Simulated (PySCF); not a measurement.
F2H4SSi2, SMILES F[SiH](F)S[SiH3].

Geometry optimised at TPSSh-D3(BJ)/def2-SVP. The structure was generated by enumeration, and PubChem lists no compound with its InChIKey, so it may never have been made. The values are those of a single conformer.

Calculation: TPSSh-D3(BJ)/def2-SVP (PySCF).

Frequencies are harmonic and unscaled.

| mode | ν (cm⁻¹) | IR (km/mol) | moving atoms (share of kinetic energy) |
|---|---|---|---|
| 1 | 28 | 1.3 | F 53 %, Si 21 %, S 18 %, H 9 % |
| 2 | 108 | 2.6 | Si 45 %, F 35 %, H 11 %, S 9 % |
| 3 | 145 | 0.2 | H 94 % |
| 4 | 214 | 2.9 | F 59 %, S 20 %, Si 18 % |
| 5 | 277 | 16.7 | F 64 %, S 21 %, Si 10 % |
| 6 | 351 | 19.6 | F 48 %, Si 42 % |
| 7 | 480 | 26.4 | Si 47 %, S 43 % |
| 8 | 535 | 147.2 | Si 46 %, S 44 % |
| 9 | 628 | 17.5 | H 90 % |
| 10 | 642 | 7.8 | H 85 % |
| 11 | 802 | 79.7 | H 80 %, F 16 % |
| 12 | 840 | 68.8 | H 83 %, F 15 % |
| 13 | 865 | 214.8 | F 45 %, Si 34 %, H 20 % |
| 14 | 943 | 160.0 | H 82 %, Si 12 % |
| 15 | 952 | 68.6 | H 77 %, Si 14 %, F 8 % |
| 16 | 954 | 190.3 | H 48 %, Si 28 %, F 24 % |
| 17 | 964 | 151.0 | H 78 %, Si 13 %, F 9 % |
| 18 | 2278 | 57.7 | H 99 % |
| 19 | 2292 | 88.2 | H 96 % |
| 20 | 2294 | 85.7 | H 96 % |
| 21 | 2359 | 105.4 | H 97 % |
